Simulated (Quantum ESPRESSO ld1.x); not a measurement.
Values are calculated unless marked as measured or tabulated.
Question: Lu3+, 68 electrons, occupied as [Xe] 4f13 5d1 (not the ground configuration). Code: ld1.x of Quantum ESPRESSO 7.5. Model: scalar-relativistic Kohn-Sham, LDA (Slater exchange, Perdew-Wang correlation), spin-polarised, spherical densities, point nucleus; open shells are filled with parallel spins first. Some entries of the table are withheld. Estimate them.

orbital,occ.,eigenvalue (hartree),<r^2> (bohr^2),<r> (bohr)
1s down,1,-2323.53,0.0005126,0.01933
1s up,1,-2323.53,0.0005126,0.01933
2s up,1,-396.648,0.007928,0.08188
2s down,1,-396.645,0.007927,0.08188
2p up,3,-349.227,0.006498,0.07294
2p down,3,-349.225,0.006498,0.07294
3s up,1,-90.9161,0.05178,0.2128
3s down,1,-90.8965,0.05177,0.2128
3p up,3,-76.6887,0.05233,0.2125
3p down,3,-76.6691,0.05232,0.2125
3d up,5,-59.5759,0.04349,0.1926
3d down,5,-59.5601,0.04347,0.1925
4s up,1,-19.1433,0.2577,0.4777
4s down,1,-19.1060,0.2578,0.4777
4p up,3,-14.4659,0.2929,0.5073
4p down,3,-14.4295,0.2930,0.5074
4d up,5,-8.36445,0.3457,0.5458
4d down,5,-8.32880,0.3459,0.5459
5s up,1,(1),1.484,1.149
5s down,1,(2),1.482,1.148
5p up,3,(3),2.039,1.342
5p down,3,(4),2.036,1.341
4f up,7,-1.64304,0.6049,0.6863
4f down,6,-1.60777,0.6063,0.6870
5d up,1,-1.02073,4.337,1.939
5d down,0,-0.98822,4.375,1.945

Answer: 
(1) 5s up eigenvalue (hartree): -3.41401
(2) 5s down eigenvalue (hartree): -3.38394
(3) 5p up eigenvalue (hartree): -2.28800
(4) 5p down eigenvalue (hartree): -2.25686
